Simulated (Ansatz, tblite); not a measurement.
Removing and adding an electron: GaO3 (the lowest doublet isomer of a short search). Charge 0, multiplicity 2. Geometry: r2SCAN-D4/def2-TZVP. Ansatz, gas phase; energy differences of separate SCF runs; the oxidised species is a triplet (the singlet lies 2.14 eV higher at PBE0-D4/def2-TZVP); the reduced species is a singlet (the triplet lies 1.82 eV higher at PBE0-D4/def2-TZVPD).

Cartesian coordinates in Å:
```
Ga -0.157 -0.364 0.284
O -0.690 -1.595 1.250
O 0.870 1.168 -0.280
O -0.023 0.790 -1.255
```

The xTB rows come from tblite. The structure holds one bond between oxygen atoms, so isomers without such links may lie far lower. HOMO above LUMO, or a gap near zero within one spin, warns that the state may not be the lowest or that an electron is smeared out. The structure comes from a short search, and lower isomers may exist.

Question: Estimate orbital energies and vertical ionisation energies and electron affinities at: GFN1-xTB; GFN2-xTB; PBE-D4/def2-TZVP; PBE-D4/def2-TZVPD; r2SCAN-D4/def2-TZVP; r2SCAN-D4/def2-TZVPD; PBE0-D4/def2-TZVP; PBE0-D4/def2-TZVPD.

Answer: 
| level | −HOMO (eV) | vertical IE (eV) | −LUMO (eV) | vertical EA (eV) | HOMO–LUMO gap (eV) | IE − EA (eV) | remarks |
| --- | --- | --- | --- | --- | --- | --- | --- |
| GFN1-xTB | – | 17.53 | – | 8.98 | – | 8.55 | – |
| GFN2-xTB | – | 17.43 | – | 9.15 | – | 8.28 | – |
| PBE-D4/def2-TZVP | 6.47 | 10.08 | 6.40 | – | 0.08 | – | gap within one spin near zero (doublet) |
| PBE-D4/def2-TZVPD | 6.54 | – | 6.46 | 2.56 | 0.08 | – | HOMO above zero (-1 singlet), gap within one spin near zero (doublet) |
| r2SCAN-D4/def2-TZVP | 6.75 | 10.03 | 6.12 | – | 0.62 | – | – |
| r2SCAN-D4/def2-TZVPD | 6.79 | – | 6.16 | 2.54 | 0.62 | – | HOMO above zero (-1 singlet) |
| PBE0-D4/def2-TZVP | 7.96 | 10.08 | 5.00 | – | 2.97 | – | – |
| PBE0-D4/def2-TZVPD | 8.01 | – | 5.05 | 2.65 | 2.96 | – | – |

   A HOMO above zero means that the electron is unbound at that level or that self-interaction error raises the level; the energy of removing that electron tells which. HOMO and LUMO are the levels of the spin that leaves or enters (xTB has no such levels and no spin-polarisation term). Other spin states of the ions may lie lower, which would lower the ionisation energy or raise the affinity. Raw xTB energy differences between charge states are shifted by several eV; the methods need an empirical correction for them.
